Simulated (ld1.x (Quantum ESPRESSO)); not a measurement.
**Zn, TM: configuration errors across variants**

ld1.x (Quantum ESPRESSO) 7.5 input, shortened:

```
&input
   title='Zn', zed=30., rel=1, dft='PBESOL', iswitch=3,
   config='[Ar] 3d10 4s1.5 4p0'
 /
 &inputp
   pseudotype=2, tm=.true., lloc=0,
   nlcc=.false.
 /
3
4P  2  1   0.00   0.00  2.05  2.05  0.0
3D  3  2  10.00   0.00  1.05  1.05  0.0
4S  1  0   1.50   0.00  2.20  2.20  0.0
 &test
   configts(1)='3d10 4s1.5 4p0'
 /
```

All-electron excitation energies from the reference (eV): (1) 3d10 4s2 4p0 -3.950; (2) 3d10 4s1 4p0 5.950; (3) 3d10 4s0 4p0 24.298; (4) 3d10 4s1 4p1 1.176; (5) 3d8 4s0 4p0 126.588; (6) 3d9 4s0 4p0 64.807; (7) 3d9 4s2 4p1 8.333.

5 further variants failed, have other tests or another functional or relativity, and are left out.

A true bound ghost makes a file unfit for plane-wave use even where its test errors are small: the radial tests pick states by their node count and pass the ghost by.

Errors AE − PS in meV (a dash: test not solved or not reliable):

| change | (1) | (2) | (3) | (4) | (5) | (6) | (7) | bound ghosts |
| --- | --- | --- | --- | --- | --- | --- | --- | --- |
| base | -0.1 | -1.3 | -2.7 | -0.5 | -2071 | -368 | -468 | none |
| all radii scaled by about 0.84 (s 1.86, p 1.72, d 0.88 bohr) | -0.7 | -2.0 | -6.3 | +0.1 | -1960 | -307 | -499 | p |
| local potential the p channel | -2.3 | -3.4 | -5.3 | -0.6 | -2281 | -452 | -558 | s |
| wave 4p (bound): rc 2.05 bohr becomes 4p (bound): rc 2.64 bohr | -0.1 | -1.3 | -2.7 | -0.1 | -2071 | -368 | -462 | none |
| wave 3d (bound): rc 1.05 bohr becomes 3d (bound): rc 1.42 bohr | +0.4 | -0.5 | +8.3 | -0.4 | -1661 | -332 | -364 | none |
| core correction a·sin(br)/r model core inside 0.44 bohr | -0.7 | -2.9 | -39 | -1.1 | -2528 | -514 | -505 | none |

Task: Give the same row for: wave 4s (bound): rc 2.20 bohr becomes 4s (bound): rc 1.96 bohr.

Result: -0.5, -1.7, -3.0, 0.0, -1895, -307, -487; bound ghosts: none.
